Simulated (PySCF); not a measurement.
Ligand exchange on a metal centre used in film growth or etching (Zr Cl-H). All species are isolated molecules in the gas phase.

All values below come from PBE-D3(BJ)/def2-TZVP // r2SCAN-D4/def2-SVP (PySCF 2.14.0). 

```tsv
species	coordination number	LUMO (eV)	HOMO–LUMO gap (eV)
0 of 4 Cl replaced by H	4	-3.52	4.82
1 of 4 Cl replaced by H ([Zr(Cl)3(H)])	4	-3.58	4.21
2 of 4 Cl replaced by H	4	-3.70	3.76
4 of 4 Cl replaced by H ([Zr(H)4])	4	-3.50	3.70
```
